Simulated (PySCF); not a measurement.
3,3-difluorocyclobutene (C₄H₄F₂), SMILES FC1(F)C=CC1.

Geometry optimised at B3LYP-D3(BJ)/def2-SVP.

Computed with TDA-PBE/def2-SVPD (PySCF 2.14.0).

Vertical excitations. The molecule is in vacuum. State labels are in the subgroup Cs.

| state | symmetry | energy (eV) | λ (nm) | f | main pairs |
|---|---|---|---|---|---|
| S1 | A" | 6.06 | 205 | 0.000 | HOMO−1→LUMO 99 % |
| S2 | A' | 7.09 | 175 | 0.129 | HOMO→LUMO 74 % |
| S3 | A" | 7.24 | 171 | 0.002 | HOMO−2→LUMO 98 % |
| S4 | A" | 7.38 | 168 | 0.005 | HOMO→LUMO+1 100 % |
| S5 | A' | 7.66 | 162 | 0.017 | HOMO−3→LUMO 95 % |
| S6 | A" | 7.66 | 162 | 0.000 | HOMO→LUMO+2 98 % |
| S7 | A" | 8.01 | 155 | 0.022 | HOMO→LUMO+3 79 %, HOMO−4→LUMO 20 % |
| S8 | A" | 8.01 | 155 | 0.003 | HOMO−4→LUMO 78 %, HOMO→LUMO+3 21 % |
| S9 | A' | 8.04 | 154 | 0.065 | HOMO−1→LUMO+1 96 % |
| S10 | A' | 8.29 | 150 | 0.008 | HOMO−1→LUMO+2 99 % |
| T1 | A' | 4.31 | 288 | 0 | HOMO→LUMO 98 % |
| T2 | A" | 5.81 | 213 | 0 | HOMO−1→LUMO 99 % |
| T3 | A" | 6.79 | 183 | 0 | HOMO−2→LUMO 99 % |
| T4 | A" | 7.26 | 171 | 0 | HOMO→LUMO+1 99 % |
Triplets are in the Tamm–Dancoff approximation.
